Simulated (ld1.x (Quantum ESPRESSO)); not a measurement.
**An all-electron radial function and its pseudo partner (hafnium)**

Columns: radius, all-electron u(r) and pseudo u(r) of the 5s shell (level -73.99 eV) of hafnium in the configuration [Kr] 4d10 4f14 5s2 5p6 5d2 6s1 6p0; PBEsol, scalar-relativistic, TM scheme, ld1.x (Quantum ESPRESSO) 7.5.

```json
{"r (bohr)": "0.132", "all-electron": "0.3522", "pseudo": "0.1042"}
{"r (bohr)": "0.265", "all-electron": "-0.2141", "pseudo": "0.2195"}
{"r (bohr)": "0.398", "all-electron": "-0.5795", "pseudo": "0.3554"}
{"r (bohr)": "0.530", "all-electron": "-0.1156", "pseudo": "0.5182"}
{"r (bohr)": "0.663", "all-electron": "0.4865", "pseudo": "0.7068"}
{"r (bohr)": "0.795", "all-electron": "0.8956", "pseudo": "0.8932"}
{"r (bohr)": "0.928", "all-electron": "1.0836", "pseudo": "1.0326"}
{"r (bohr)": "1.060", "all-electron": "1.1059", "pseudo": "1.0782"}
{"r (bohr)": "1.193", "all-electron": "1.0301", "pseudo": "1.0242"}
{"r (bohr)": "1.325", "all-electron": "0.9074", "pseudo": "0.9072"}
{"r (bohr)": "1.458", "all-electron": "0.7691", "pseudo": "0.7691"}
{"r (bohr)": "1.590", "all-electron": "0.6356", "pseudo": "0.6356"}
{"r (bohr)": "1.723", "all-electron": "0.5145", "pseudo": "0.5145"}
{"r (bohr)": "1.855", "all-electron": "0.4112", "pseudo": "0.4112"}
{"r (bohr)": "1.988", "all-electron": "0.3243", "pseudo": "0.3243"}
{"r (bohr)": "2.120", "all-electron": "0.2541", "pseudo": "0.2541"}
{"r (bohr)": "2.252", "all-electron": "0.1977", "pseudo": "0.1977"}
{"r (bohr)": "2.385", "all-electron": "0.1527", "pseudo": "0.1527"}
{"r (bohr)": "2.518", "all-electron": "0.1174", "pseudo": "0.1174"}
{"r (bohr)": "2.650", "all-electron": "0.0901", "pseudo": "0.0901"}
{"r (bohr)": "2.782", "all-electron": "0.0689", "pseudo": "0.0689"}
{"r (bohr)": "2.915", "all-electron": "0.0525", "pseudo": "0.0525"}
{"r (bohr)": "3.048", "all-electron": "0.0398", "pseudo": "0.0398"}
{"r (bohr)": "3.180", "all-electron": "0.0303", "pseudo": "0.0303"}
{"r (bohr)": "3.312", "all-electron": "0.0229", "pseudo": "0.0229"}
{"r (bohr)": "3.445", "all-electron": "0.0173", "pseudo": "0.0173"}
```

(1) How many radial nodes do the two functions have?

(2) At about which radius was the pseudo-wave matched?

(3) Is the pseudo-wave norm-conserving?

Results:

(1) The all-electron 5s function has n − l − 1 = 4 (the table is too coarse to show those close to the nucleus); the pseudo-wave has 0, since the states of the same l below it are removed with the core.

(2) 1.45 bohr, where the columns begin to agree (steps of 0.13 bohr).

(3) Yes: the TM scheme keeps the norm inside the radius equal to the all-electron one, which fixes the energy derivative of the logarithmic derivative at the level.
